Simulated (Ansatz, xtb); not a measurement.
## Ranking isomers of AlFH3NO

3 gas-phase structures of AlFH3NO, found in a search over its isomers (lower ones may exist). Each was relaxed with GFN2-xTB; where two conformers were screened, the lower at r2SCAN-D4/def2-SVP is listed:

A. `[F][Al@H-]1[NH2+][O]1`, a singlet
B. `[NH2][Al]([OH])[F]`, a singlet
C. `N[O][AlH][F]`, a singlet

Q: Which do you expect lowest at r2SCAN-D4/def2-SVP, and how would the others follow?

A: Calculated order at r2SCAN-D4/def2-SVP: B (0.0), A (64.8), C (82.0) kcal/mol.

Energies above the lowest of each column, in kcal/mol; the last columns are at PBE0-D3(BJ)/def2-SVP geometries:

```tsv
structure	GFN2-xTB	HF/STO-3G	r2SCAN-D4/def2-SVP	PBE0-D3(BJ)/def2-SVP	CCSD(T)/def2-TZVP
B	0.0	0.0	0.0	0.0	0.0
A	50.5	14.8	64.8	63.5	69.7
C	47.5	53.4	82.0	74.8	80.8
```

Every level run on B puts it lowest or level with the lowest. Flexible structures stand in one conformer each, not always the lowest.

Programs: Ansatz 0.2.0, xtb 6.7.1.
